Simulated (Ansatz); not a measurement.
Geometry optimisation, Ansatz, RKS PBE-D4/cc-pVDZ.

Input:

```yaml
crystal:
  periodic: [false, false, false]
  atoms:
    - { symbol: B, position_ang: [0.016964, 0.432285, -0.07205] }
    - { symbol: F, position_ang: [-0.178773, 0.547471, 1.243643] }
    - { symbol: F, position_ang: [1.243533, 0.593381, -0.573821] }
    - { symbol: F, position_ang: [-1.0358, 0.319104, -0.885602] }
    - { symbol: "N", position_ang: [0.118449, -2.156602, 0.807071] }
    - { symbol: H, position_ang: [-0.62394, -2.863771, 0.706607] }
    - { symbol: H, position_ang: [0.954216, -2.661252, 1.135401] }
    - { symbol: H, position_ang: [-0.171049, -1.550117, 1.60675] }
basis:
  gaussian: { orbitals: cc-pVDZ }
hamiltonian:
  xc: pbe
  dispersion: d4
relax:
  f_tol: 0.03
  max_steps: 50
```

Run as:

```bash
$ ansatz run input.yaml --threads 2 --pin off --max-ram 3072MiB --backend cpu --events-out ev --progress --plain --runs-dir out
```

Task: Where does it end, and by what steps?

Result: The forces met the threshold. The force dipped under the threshold on the way, but the program's further checks kept it going. After 22 steps the energy has fallen by 0.797 eV; H6 moved furthest, 0.94 Å. Joined: B1–N5.

| step | energy less start (eV) | largest force component (eV/Å) | accepted |
| --- | --- | --- | --- |
| 0 | 0.0000 | 0.677 | yes |
| 1 | -0.0445 | 1.198 | yes |
| 2 | -0.3433 | 0.895 | yes |
| 3 | -0.5927 | 1.143 | yes |
| 4 | -0.6621 | 2.622 | yes |
| 5 | -0.7733 | 0.741 | yes |
| 6 | -0.7897 | 0.064 | yes |
| 7 | -0.7900 | 0.030 | yes |
| 8 | -0.7904 | 0.014 | yes |
| 9 | -0.7907 | 0.081 | yes |
| 10 | -0.7910 | 0.061 | yes |
| 11 | -0.7917 | 0.085 | yes |
| 12 | -0.7921 | 0.079 | yes |
| 13 | -0.7930 | 0.096 | yes |
| 14 | -0.7935 | 0.109 | yes |
| 15 | -0.7944 | 0.071 | yes |
| 16 | -0.7953 | 0.068 | yes |
| 17 | -0.7957 | 0.097 | yes |
| 18 | -0.7962 | 0.059 | yes |
| 19 | -0.7968 | 0.025 | yes |
| 20 | -0.7970 | 0.043 | yes |
| 21 | -0.7972 | 0.038 | yes |
| 22 | -0.7973 | 0.015 | yes |

```xyz
8
Properties=species:S:1:pos:R:3
B 0.025 -0.122 0.168
F 0.198 0.695 1.277
F 1.086 -0.114 -0.727
F -1.229 -0.035 -0.423
N 0.056 -1.687 0.814
H -0.106 -2.390 0.078
H 0.968 -1.884 1.250
H -0.674 -1.801 1.532
```

Whether the end is a true minimum wasn't checked by a vibrational analysis.

Time of the run: 11 s on 2 threads of AMD EPYC 9R45 96-Core Processor (Zen 5) (shared host), peak memory 0.14 GiB.
